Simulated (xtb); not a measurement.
H$_{2}$O$_{4}$W (SMILES [O]=[W](=[O])([OH])[OH]), singlet, geometry from GFN2-xTB (such geometries of metal compounds can be far from the true shape); GFN2-xTB run with xtb 6.7.1.

Input for xtb:
```
$ xtb mol.xyz --gfn 2 --opt --json

# file mol.xyz
7

W      0.04245152     0.00010856     0.00617511
O      1.16227353     0.78461633    -0.99567295
O      0.83435974    -0.77951039     1.28610829
O     -0.90205874    -1.26075159    -0.99386071
H     -1.13046067    -2.02030589    -1.54734730
O     -1.15412496     1.25549336     0.69476301
H     -1.53454846     2.01349073     1.15968831
```

It wrote (shortened):

```
   ID    Z sym.   atoms
    1   74 W      1
    2    8 O      2-4, 6
    3    1 H      5, 7

           -------------------------------------------------
          |                Calculation Setup                |
           -------------------------------------------------

           -------------------------------------------------
          |                 G F N 2 - x T B                 |
           -------------------------------------------------

          ...................................................
          :                      SETUP                      :
          :.................................................:
          :  # basis functions                  28          :
          :  # atomic orbitals                  27          :
          :  # shells                           13          :
          :  # electrons                        32          :
          :  max. iterations                   250          :
          :  Hamiltonian                  GFN2-xTB          :
          :  restarted?                      false          :
          :  GBSA solvation                  false          :
          :  PC potential                    false          :
          :  electronic temp.          300.0000000     K    :
          :  accuracy                    1.0000000          :
          :  -> integral cutoff          0.2500000E+02      :
          :  -> integral neglect         0.1000000E-07      :
          :  -> SCF convergence          0.1000000E-05 Eh   :
          :  -> wf. convergence          0.1000000E-03 e    :
          :  Broyden damping             0.4000000          :
          :  net charge                          0          :
          :  unpaired electrons                  0          :
          ...................................................

 iter      E             dE          RMSdq      gap      omega  full diag
   1     -7.3969468 -0.739695E+01  0.255E+01    2.02       0.0  T
   2    -12.1109517 -0.471400E+01  0.268E+01   15.56       1.0  T
   3    -16.2674675 -0.415652E+01  0.178E+01   10.53       1.0  T
   4    -18.6515071 -0.238404E+01  0.116E+01    6.76       1.0  T
   5    -19.6560414 -0.100453E+01  0.661E+00    4.88       1.0  T
   6    -17.5780808  0.207796E+01  0.134E+01    8.73       1.0  T
   7    -19.4039632 -0.182588E+01  0.589E+00    5.90       1.0  T
   8    -19.8656477 -0.461685E+00  0.980E-01    4.29       1.0  T
   9    -19.8623852  0.326251E-02  0.107E+00    4.55       1.0  T
[...]
         :: total energy             -19.787272356938 Eh    ::
 * total energy  :   -19.7872724 Eh     change       -0.1996625E-11 Eh
   *** GEOMETRY OPTIMIZATION CONVERGED AFTER 1 ITERATIONS ***
         :: total energy             -19.787272356940 Eh    ::
[...]
             Fermi-level           -0.3150847 Eh           -8.5739 eV

     #   Z          covCN         q      C6AA      α(0)
     1  74 W        3.314     1.286   367.451    42.278
     2   8 O        0.830    -0.532    24.523     6.639
     3   8 O        0.830    -0.532    24.523     6.639
     4   8 O        1.631    -0.466    22.180     6.357
     5   1 H        0.805     0.355     0.577     1.193
     6   8 O        1.631    -0.466    22.180     6.357
     7   1 H        0.805     0.355     0.577     1.193

 Mol. C6AA /au·bohr⁶  :       1547.649027
 Mol. C8AA /au·bohr⁸  :     109505.830458
 Mol. α(0) /au        :         70.655453

Wiberg/Mayer (AO) data.
largest (>0.10) Wiberg bond orders for each atom

 ---------------------------------------------------------------------------
     #   Z sym  total        # sym  WBO       # sym  WBO       # sym  WBO
 ---------------------------------------------------------------------------
     1  74 W    6.618 --     3 O    2.043     2 O    2.043     6 O    1.220
                             4 O    1.220
     2   8 O    2.334 --     1 W    2.043     3 O    0.121
     3   8 O    2.334 --     1 W    2.043     2 O    0.121
     4   8 O    2.259 --     1 W    1.220     5 H    0.816
     5   1 H    0.874 --     4 O    0.816
     6   8 O    2.259 --     1 W    1.220     7 H    0.816
     7   1 H    0.874 --     6 O    0.816
 ---------------------------------------------------------------------------

Topologies differ in total number of bonds
Writing topology from bond orders to xtbtopo.mol

molecular dipole:
                 x           y           z       tot (Debye)
 q only:       -1.882      -0.005      -0.274
   full:       -2.686      -0.007      -0.391       6.900
molecular quadrupole (traceless):
                xx          xy          yy          xz          yz          zz
 q only:       -2.840      -1.500       5.511      -0.052      10.164      -2.671
  q+dip:       -3.496      -1.679       6.330      -0.129      11.371      -2.834
   full:       -3.681      -1.749       6.614      -0.143      11.846      -2.934

optimized geometry written to: xtbopt.xyz

           -------------------------------------------------
          | TOTAL ENERGY              -19.787272356940 Eh   |
          | GRADIENT NORM               0.000047567718 Eh/α |
          | HOMO-LUMO GAP               4.642047697719 eV   |
           -------------------------------------------------

normal termination of xtb
```
